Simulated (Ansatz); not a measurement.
Results of the Gaussian-basis code of Ansatz.

A structure relaxed at PBE0-D4/def2-TZVP, charge 0, multiplicity 1:

| atom | x (Å) | y (Å) | z (Å) |
| --- | --- | --- | --- |
| N1 | 1.672 | 0.264 | -0.793 |
| Si2 | 0.097 | 0.877 | -0.455 |
| Sn3 | -1.209 | -0.936 | 0.802 |
| H4 | 2.218 | -0.149 | -0.055 |
| H5 | 2.266 | 0.753 | -1.445 |
| H6 | -0.553 | 1.181 | -1.757 |
| H7 | 0.049 | 2.137 | 0.350 |
| H8 | -0.266 | -1.565 | 2.086 |
| H9 | -1.624 | -2.243 | -0.215 |
| H10 | -2.650 | -0.318 | 1.482 |

(1) Give its formula and SMILES.

(2) Summarise the bond lengths by kind.

## Answers

(1) H7NSiSn, `N[SiH2][SnH3]`.

(2) 1 × N–Si 1.724 Å; 2 × H–N 1.007 to 1.008 Å; 1 × Si–Sn 2.563 Å; 2 × H–Si 1.487 to 1.496 Å; 3 × H–Sn 1.708 to 1.712 Å.
